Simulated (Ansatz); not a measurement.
`[S]=[W](=[S])([Cl])[Cl]` + H₂O → `[OH][W](=[S])(=[S])[Cl]` + HCl at 700 K and 1 bar (formal hydrolysis of a W–Cl bond).

Gas-phase electronic energies from Ansatz, PBE0-D4/def2-TZVP geometries. CCSD(T)/CBS adds triple-zeta CCSD(T) − MP2 to the extrapolated MP2 energy (def2 sets, frozen cores). This one scheme is used for every species. def2 core potentials past Kr. For W outer-core shells are correlated without core-valence functions, which leaves a few kJ/mol of doubt a bond. Each species was taken in one conformer, which may not be the lowest.

```tsv
species	CCSD(T)/CBS energy (Eh)	H − E (kJ/mol)	S (J/(mol·K))
`[S]=[W](=[S])([Cl])[Cl]`	-1782.26494	77.9	452.7
H₂O	-76.37941	80.5	218.4
`[OH][W](=[S])(=[S])[Cl]`	-1398.25209	114.6	463.2
HCl	-460.38127	38.4	211.8
```

H − E and S are ideal-gas, rigid-rotor, harmonic terms from PBE0-D4/def2-TZVP, for one conformer and one mirror image of each species. 1 Eh = 2625.50 kJ/mol, R = 8.31446 J/(mol·K).

Task: By hand: ΔE, ΔH, ΔS and ΔG.

Result: ΔE = (-1398.25209) + (-460.38127) − (-1782.26494) − (-76.37941) = 0.01099 Eh = 28.9 kJ/mol. Δ(H − E) = 114.6 + 38.4 − 77.9 − 80.5 = -5.4, so ΔH = 23.5 kJ/mol. ΔS = 463.2 + 211.8 − 452.7 − 218.4 = 3.9 J/(mol·K). ΔG = 23.5 − 700 × (3.9)/1000 = 20.8 kJ/mol.

Task: By hand: the equilibrium constant, and the temperature at which ΔG would vanish if ΔH and ΔS stayed fixed.

Result: log₁₀ K = −ΔG/(RT ln 10) = -1.6. ΔG = 0 at ΔH/ΔS = 6026 K, far beyond where these terms or the molecules hold.

The number of gas molecules stays the same, so ΔS is small and ΔH decides. A doubt of 5 kJ/mol in ΔE shifts log₁₀ K by 0.4 here. Other conformers and mirror images would add mixing entropy, several J/(mol·K) or more a flexible species. These are equilibria of isolated gas molecules and say nothing of rates. Largest T1 diagnostic: 0.022 (customary marks: 0.02 for closed shells, 0.045 for open ones).
